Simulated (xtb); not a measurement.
F6Se, charge +1, doublet, from a rough starting geometry (a state made from the parent by changing its charge; the spin is typed, not shown lowest); GFN2-xTB run with xtb.

The xtb input:
```
$ xtb mol.xyz --gfn 2 --chrg 1 --uhf 1 --opt vtight --json

# file mol.xyz
7

F      0.94517858    -1.34958735    -0.48455383
Se    -0.05244873    -0.02073141     0.02244263
F      1.21364244     1.11279321    -0.45157449
F     -1.19212754    -1.10513794     0.52919301
F     -0.69631308     0.08553562    -1.60915195
F      0.66316277    -0.10751124     1.50524893
F     -0.95032027     1.31023509     0.47263501
```

Output, abridged:

```
   ID    Z sym.   atoms
    1    9 F      1, 3-7
    2   34 Se     2

           -------------------------------------------------
          |                Calculation Setup                |
           -------------------------------------------------

           -------------------------------------------------
          |                 G F N 2 - x T B                 |
           -------------------------------------------------

          ...................................................
          :                      SETUP                      :
          :.................................................:
          :  # basis functions                  34          :
          :  # atomic orbitals                  33          :
          :  # shells                           15          :
          :  # electrons                        47          :
          :  max. iterations                   250          :
          :  Hamiltonian                  GFN2-xTB          :
          :  restarted?                      false          :
          :  GBSA solvation                  false          :
          :  PC potential                    false          :
          :  electronic temp.          300.0000000     K    :
          :  accuracy                    1.0000000          :
          :  -> integral cutoff          0.2500000E+02      :
          :  -> integral neglect         0.1000000E-07      :
          :  -> SCF convergence          0.1000000E-05 Eh   :
          :  -> wf. convergence          0.1000000E-03 e    :
          :  Broyden damping             0.4000000          :
          :  net charge                          1          :
          :  unpaired electrons                  1          :
          ...................................................

 iter      E             dE          RMSdq      gap      omega  full diag
   1    -30.6895602 -0.306896E+02  0.918E+00    8.80       0.0  T
   2    -30.7039766 -0.144164E-01  0.505E+00    8.16       1.0  T
   3    -30.6973955  0.658109E-02  0.589E+00    7.14       1.0  T
   4    -30.7062277 -0.883221E-02  0.446E+00    7.55       1.0  T
   5    -30.7434116 -0.371839E-01  0.363E+00    7.53       1.0  T
   6    -30.6904672  0.529445E-01  0.378E+00    7.66       1.0  T
   7    -30.7340937 -0.436265E-01  0.317E+00    7.89       1.0  T
   8    -30.8045657 -0.704720E-01  0.199E+00    8.10       1.0  T
   9    -30.7880879  0.164778E-01  0.229E+00    8.09       1.0  T
  10    -30.7888069 -0.718982E-03  0.215E+00    8.11       1.0  T
  11    -30.8212204 -0.324135E-01  0.142E+00    8.15       1.0  T
  12    -30.8166711  0.454930E-02  0.135E+00    8.16       1.0  T
  13    -30.7894477  0.272233E-01  0.199E+00    8.12       1.0  T
  14    -30.8336108 -0.441631E-01  0.680E-01    8.17       1.0  T
  15    -30.8327754  0.835417E-03  0.729E-01    8.16       1.0  T
  16    -30.8379133 -0.513788E-02  0.354E-01    8.18       1.0  T
  17    -30.8387873 -0.874085E-03  0.229E-01    8.18       1.0  T
  18    -30.8389398 -0.152412E-03  0.208E-01    8.18       1.0  T
  19    -30.8394513 -0.511535E-03  0.630E-02    8.18       1.0  T
  20    -30.8394788 -0.274912E-04  0.325E-02    8.18       1.2  T
  21    -30.8394877 -0.891883E-05  0.129E-02    8.18       2.9  T
  22    -30.8394866  0.109202E-05  0.151E-02    8.18       2.5  T
  23    -30.8394886 -0.201177E-05  0.703E-03    8.18       5.4  T
  24    -30.8394889 -0.296846E-06  0.510E-03    8.18       7.4  T
  25    -30.8394890 -0.749495E-07  0.422E-03    8.18       9.0  T
  26    -30.8394892 -0.194679E-06  0.136E-03    8.18      27.7  T
  27    -30.8394892 -0.159395E-07  0.741E-04    8.18      51.0  T
  28    -30.8394892 -0.498228E-08  0.388E-04    8.18      97.5  T

   *** convergence criteria satisfied after 28 iterations ***

         :::::::::::::::::::::::::::::::::::::::::::::::::::::
         ::                     SUMMARY                     ::
         :::::::::::::::::::::::::::::::::::::::::::::::::::::
         :: total energy             -30.821102918956 Eh    ::
         :: gradient norm              0.029759532583 Eh/a0 ::
         :: HOMO-LUMO gap              8.177623384759 eV    ::
         ::.................................................::
         :: SCC energy               -30.839488426599 Eh    ::
         :: -> isotropic ES            0.257091685683 Eh    ::
         :: -> anisotropic ES          0.016200855986 Eh    ::
         :: -> anisotropic XC         -0.021340241733 Eh    ::
         :: -> dispersion             -0.004087352672 Eh    ::
         :: repulsion energy           0.018385507643 Eh    ::
         :: add. restraining           0.000000000000 Eh    ::
         :: total charge               1.000000000001 e     ::
         :::::::::::::::::::::::::::::::::::::::::::::::::::::

      -----------------------------------------------------------
     |                   =====================                   |
     |                        A N C O P T                        |
     |                   =====================                   |
     |               Approximate Normal Coordinate               |
     |                Rational Function Optimizer                |
      -----------------------------------------------------------
      -----------------------------------------------------------
     |                   =====================                   |
     |                        A N C O P T                        |
     |                   =====================                   |
     |               Approximate Normal Coordinate               |
     |                Rational Function Optimizer                |
      -----------------------------------------------------------

          ...................................................
          :                      SETUP                      :
          :.................................................:
          :   optimization level         verytight          :
[...]
 * total energy  :   -30.8241072 Eh     change       -0.3693789E-06 Eh
 * total energy  :   -30.8241079 Eh     change       -0.7120988E-06 Eh
 * total energy  :   -30.8241092 Eh     change       -0.1251297E-05 Eh
 * total energy  :   -30.8241117 Eh     change       -0.2529183E-05 Eh
 * total energy  :   -30.8241154 Eh     change       -0.3660913E-05 Eh
 * total energy  :   -30.8241189 Eh     change       -0.3549648E-05 Eh
 * total energy  :   -30.8241234 Eh     change       -0.4502402E-05 Eh
 * total energy  :   -30.8241269 Eh     change       -0.3438778E-05 Eh
 * total energy  :   -30.8241294 Eh     change       -0.2517843E-05 Eh
 * total energy  :   -30.8241312 Eh     change       -0.1831141E-05 Eh
 * total energy  :   -30.8241317 Eh     change       -0.4974730E-06 Eh
 * total energy  :   -30.8241320 Eh     change       -0.2690094E-06 Eh
 * total energy  :   -30.8241320 Eh     change       -0.5333321E-07 Eh
   *** GEOMETRY OPTIMIZATION CONVERGED AFTER 24 ITERATIONS ***
[...]
          ...................................................

 iter      E             dE          RMSdq      gap      omega  full diag
   1    -30.8372224 -0.308372E+02  0.350E-05    7.46       0.0  T
   2    -30.8372224  0.202760E-08  0.381E-04    7.46      99.1  T
   3    -30.8372224 -0.202845E-08  0.340E-05    7.46    1111.3  T

   *** convergence criteria satisfied after 3 iterations ***

         :::::::::::::::::::::::::::::::::::::::::::::::::::::
         ::                     SUMMARY                     ::
         :::::::::::::::::::::::::::::::::::::::::::::::::::::
         :: total energy             -30.824132047664 Eh    ::
         :: gradient norm              0.000130102413 Eh/a0 ::
         :: HOMO-LUMO gap              7.462794251863 eV    ::
         ::.................................................::
         :: SCC energy               -30.837221554784 Eh    ::
         :: -> isotropic ES            0.253851329010 Eh    ::
         :: -> anisotropic ES          0.015837374798 Eh    ::
         :: -> anisotropic XC         -0.019243484727 Eh    ::
         :: -> dispersion             -0.004044416843 Eh    ::
         :: repulsion energy           0.013089507120 Eh    ::
         :: add. restraining           0.000000000000 Eh    ::
         :: total charge               1.000000000007 e     ::
         :::::::::::::::::::::::::::::::::::::::::::::::::::::

           -------------------------------------------------
          |                Property Printout                |
           -------------------------------------------------

    * Orbital Energies and Occupations

         #    Occupation            Energy/Eh            Energy/eV
      -------------------------------------------------------------
         1        2.0000           -1.1729190             -31.9167
       ...           ...                  ...                  ...
        12        2.0000           -0.8601234             -23.4051
        13        2.0000           -0.8601094             -23.4048
        14        1.9991           -0.8410704             -22.8867
        15        1.9990           -0.8410622             -22.8865
        16        1.9990           -0.8410523             -22.8862
        17        1.9845           -0.8384054             -22.8142
        18        1.9837           -0.8383531             -22.8127
        19        1.9608           -0.8374986             -22.7895
        20        1.9599           -0.8374749             -22.7889
        21        1.9580           -0.8374303             -22.7876
        22        1.7197           -0.8353550             -22.7312
        23        1.7185           -0.8353489             -22.7310
        24        1.7177           -0.8353455             -22.7309 (HOMO)
        25                         -0.5610929             -15.2681 (LUMO)
        26                         -0.3271394              -8.9019
        27                         -0.3269020              -8.8955
        28                         -0.3264678              -8.8836
        29                         -0.0220174              -0.5991
        30                         -0.0218474              -0.5945
        31                         -0.0215141              -0.5854
        32                          1.8762101              51.0543
        33                          1.8767914              51.0701
      -------------------------------------------------------------
                  HL-Gap            0.2742526 Eh            7.4628 eV
             Fermi-level           -0.7663390 Eh          -20.8531 eV

     #   Z          covCN         q      C6AA      α(0)
     1   9 F        0.783    -0.058     9.866     3.710
     2  34 Se       4.695     1.337   195.865    24.386
     3   9 F        0.782    -0.052     9.816     3.701
     4   9 F        0.783    -0.060     9.885     3.714
     5   9 F        0.783    -0.058     9.867     3.710
     6   9 F        0.782    -0.054     9.837     3.705
     7   9 F        0.782    -0.055     9.839     3.705

 Mol. C6AA /au·bohr⁶  :       1042.970990
 Mol. C8AA /au·bohr⁸  :      37187.604356
 Mol. α(0) /au        :         46.631522

Wiberg/Mayer (AO) data.
largest (>0.10) Wiberg bond orders for each atom

 ---------------------------------------------------------------------------
     #   Z sym  total        # sym  WBO       # sym  WBO       # sym  WBO
 ---------------------------------------------------------------------------
     1   9 F    1.221 --     2 Se   0.918
     2  34 Se   5.456 --     4 F    0.929     5 F    0.918     1 F    0.918
                             7 F    0.902     6 F    0.901     3 F    0.889
     3   9 F    1.194 --     2 Se   0.889
     4   9 F    1.231 --     2 Se   0.929
     5   9 F    1.221 --     2 Se   0.918
     6   9 F    1.205 --     2 Se   0.901
     7   9 F    1.206 --     2 Se   0.902
 ---------------------------------------------------------------------------

Topologies differ in total number of bonds
Writing topology from bond orders to xtbtopo.mol

molecular dipole:
                 x           y           z       tot (Debye)
 q only:       -0.024      -0.027      -0.006
   full:       -0.031      -0.037      -0.009       0.123
molecular quadrupole (traceless):
                xx          xy          yy          xz          yz          zz
 q only:        0.001       0.003       0.000       0.000      -0.001      -0.001
  q+dip:        0.001       0.005       0.000      -0.000      -0.002      -0.002
   full:        0.001       0.003      -0.001      -0.001      -0.004      -0.001

optimized geometry written to: xtbopt.xyz

           -------------------------------------------------
          | TOTAL ENERGY              -30.824132047664 Eh   |
          | GRADIENT NORM               0.000130102413 Eh/α |
          | HOMO-LUMO GAP               7.462794251863 eV   |
           -------------------------------------------------

normal termination of xtb
```
